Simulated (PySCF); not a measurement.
SMILES F[C](F)C(F)(F)F, doublet, CAM-B3LYP/def2-SVP optimised geometry.

```
7

F      1.27     0.18     1.09
C      0.73    -0.31     0.00
F      1.26     0.18    -1.09
C     -0.78    -0.31     0.00
F     -1.27     0.93     0.00
F     -1.23    -0.93    -1.08
F     -1.23    -0.93     1.08
```

Density from PySCF with unrestricted CAM-B3LYP/def2-TZVP at that geometry.

Minimum of the electron density along straight lines between bonded atoms, close to the bond critical point (lines longer than 1.1 times the sum of covalent radii, or with two minima, are not listed):

```
bond   length / Å  ρ at the minimum / e bohr⁻³  ∇²ρ there / e bohr⁻⁵  position (fraction from the first atom)
-----  ----------  ---------------------------  --------------------  ---------------------------------------
F1–C2       1.312                        0.291                 -0.04                                     0.67
C2–F3       1.312                        0.291                 -0.04                                     0.33
C2–C4       1.511                        0.281                 -0.82                                     0.49
C4–F5       1.335                        0.291                 -0.53                                     0.34
C4–F6       1.326                        0.298                 -0.51                                     0.34
C4–F7       1.326                        0.297                 -0.51                                     0.34
```
